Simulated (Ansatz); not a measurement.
Molecule: PbCl (charge 0, doublet). 
Structure (B3LYP-D3(BJ)/def2-TZVP (Ansatz, a program for electronic structure) minimum search):
```xyz
2

Pb     0.0000     0.0000    -0.4277
Cl     0.0000     0.0000     2.0631
```
Charge 0, spin multiplicity 2.

Total electronic energies in hartree. Cores are frozen in the correlated levels unless marked. Open shells are spin-unrestricted. Spin-orbit coupling is left out. Frozen are the shells of the preceding noble gas and the d and f shells that filled before the atom's block. In def2 rows, elements after Kr have scalar-relativistic effective core potentials. CBS marks a two-point X^-3 extrapolation of the correlation energy; Hartree-Fock from the larger set. [CCSD(T)-MP2]/basis is that difference in the basis named.

```
level                                                               program  energy (Eh)
-----------------------------------------------------------  --------------  -----------
r2SCAN/def2-TZVPD                                                    Ansatz   (withheld)
PBE0/def2-QZVPP                                                      Ansatz   (withheld)
LC-wPBE-D4/def2-TZVPD                                        Ansatz + dftd4   (withheld)
wB97X-V/def2-TZVPD                                                   Ansatz   -653.02387
wB97X/def2-TZVPD                                                     Ansatz   -653.15632
B2PLYP/def2-TZVPD                                                    Ansatz   -652.67156
RPA@PBE/def2-QZVPP                                                   Ansatz   -651.85634
RI-MP2/CBS(def2-TZVPPD,def2-QZVPPD)+[CCSD(T)-MP2]/def2-SVPD          Ansatz    -651.7264
CCSD(T)/CBS(def2-TZVPPD,def2-QZVPPD)                                 Ansatz    -651.7351
```

Fill in the missing entries.


- r2SCAN/def2-TZVPD, energy (Eh): -653.18652
- PBE0/def2-QZVPP, energy (Eh): -652.98874
- LC-wPBE-D4/def2-TZVPD, energy (Eh): -653.02558
